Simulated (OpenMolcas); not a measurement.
# In: effect of the IPEA shift

* Program: OpenMolcas
* Basis: ANO-RCC-VTZP [7s6p4d2f1g]
* Scalar Hamiltonian: DKH2, point nucleus
* Active space: 3 electrons in 8 orbitals (5s 5p 6s 6p)
* State averaging: 2S+1 = 4 odd, 1 root (0 in the spin-orbit step); 2S+1 = 2 odd, 3 roots; 2S+1 = 4 even, 3 roots; 2S+1 = 2 even, 5 roots (0 in the spin-orbit step)
* Spin-orbit coupling: state interaction with AMFI integrals over the reference wave functions, term energies averaged over their components

Methods on the same reference wave functions:
A. CASSCF
B. SS-CASPT2, IPEA 0 Eh, imaginary shift 0.1 Eh (closed shells correlated: 4d)
C. SS-CASPT2, IPEA 0.25 Eh, imaginary shift 0.1 Eh (closed shells correlated: 4d)

Energies in eV above 5s² 5p ²P°_1/2, the measured ground level; measured values from NIST Handbook of Basic Atomic Spectroscopic Data.

| Level | A | B | C | Measured |
| --- | --- | --- | --- | --- |
| 5s² 5p ²P°_1/2 | 0.0000 | 0.0000 | 0.0000 | 0.0000 |
| 5s² 5p ²P°_3/2 | 0.2190 | 0.2190 | 0.2190 | 0.2743 |
| 5s 5p² ⁴P_1/2 | 3.5458 | 4.211 | 4.220 | 4.3367 |
| 5s 5p² ⁴P_3/2 | 3.6385 | 4.303 | 4.313 | 4.4660 |
| 5s 5p² ⁴P_5/2 | 3.7929 | 4.458 | 4.468 | 4.6434 |

Deviations, from unrounded energies. A percentage is the sum of absolute deviations over the sum of measured energies, with the sign that they share, or ± where signs differ.

```
                  Against measurement  Levels      A      B      C
       mean absolute deviation (cm-1)       4   5100   1100   1000
fine structure of the ground term (%)       1  -20.2  -20.2  -20.2
             other configurations (%)       3  -18.4   -3.5   -3.3
```

C lies closest to measurement on these levels and A furthest from it. The largest miss of C in the table is 5s 5p² ⁴P_5/2, by -1400 cm-1. The ranking rests on the paired levels alone, and a cruder setting can come out closer through cancelling errors.

Between B and C the level of the table that moves most is 5s 5p² ⁴P_1/2, by 79 cm-1 (lowest in B, highest in C).

The lowest spin-free term lies below A's lowest term by 0.438 hartree in B, 0.436 hartree in C.

Some high roots are left out of the spin-orbit mixing, which shifts the levels that they would mix with. Active for correlation alone: 6p 6s; no level in the range computed is led by a configuration that fills them, so any true level of that kind is missing. Terms of s pⁿ other than that of highest spin mix with s² pⁿ⁻² d, which this space lacks; all of them can be thousands of cm-1 off, and some have no real level of that name. Without dynamic correlation excited terms often stand tens of per cent too high (terms of higher spin than the ground term too low), and those without a measured partner can miss by more than the paired ones (holds for A). Measured partners are found by configuration, term and J. A level has none where our copy of the source lacks it or the pairing is in doubt (some pairs that miss far off the trend of their configuration count as doubtful), and it then counts in no deviation. Levels of configurations outside the active space are missing.

° marks odd parity.
